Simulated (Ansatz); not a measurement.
`CO[SiH](N)Cl` and `N[Si@H](Cl)O[Si@@H](N)O` differ in one atom or group.

Ansatz, PBE0-D4/def2-TZVP geometries, multiplicity 1. Each molecule was computed in one conformer, which needn't be the lowest.

```json
{"property": "LUMO energy (PBE0/def2-TZVPP) / eV", "`CO[SiH](N)Cl`": "0.85"}
{"property": "size of the dipole moment (B3LYP/def2-TZVPP) / D", "`CO[SiH](N)Cl`": "1.65"}
{"property": "HOMO energy (PBE0/def2-TZVPP) / eV", "`CO[SiH](N)Cl`": "-8.01"}
{"property": "HOMO–LUMO gap (PBE0/def2-TZVPP) / eV", "`CO[SiH](N)Cl`": "8.86"}
{"property": "LUMO energy (PBE/def2-TZVPP) / eV", "`CO[SiH](N)Cl`": "0.01"}
{"property": "LUMO energy (B3LYP/def2-TZVPP) / eV", "`CO[SiH](N)Cl`": "0.53"}
```

(1) What does the change do to each property? (An estimate is asked.)

Results:

(1) The calculation gave: 
```
                                        property  `N[Si@H](Cl)O[Si@@H](N)O`  shift
              LUMO energy (PBE0/def2-TZVPP) / eV                       0.86   0.01
size of the dipole moment (B3LYP/def2-TZVPP) / D                       0.95  -0.70
              HOMO energy (PBE0/def2-TZVPP) / eV                      -7.64   0.37
            HOMO–LUMO gap (PBE0/def2-TZVPP) / eV                       8.49  -0.37
               LUMO energy (PBE/def2-TZVPP) / eV                       0.03   0.02
             LUMO energy (B3LYP/def2-TZVPP) / eV                       0.52  -0.01
```

Dipoles are sizes alone; their direction can turn.

B3LYP here is the variant with VWN-RPA as its local correlation; programs differ in this.
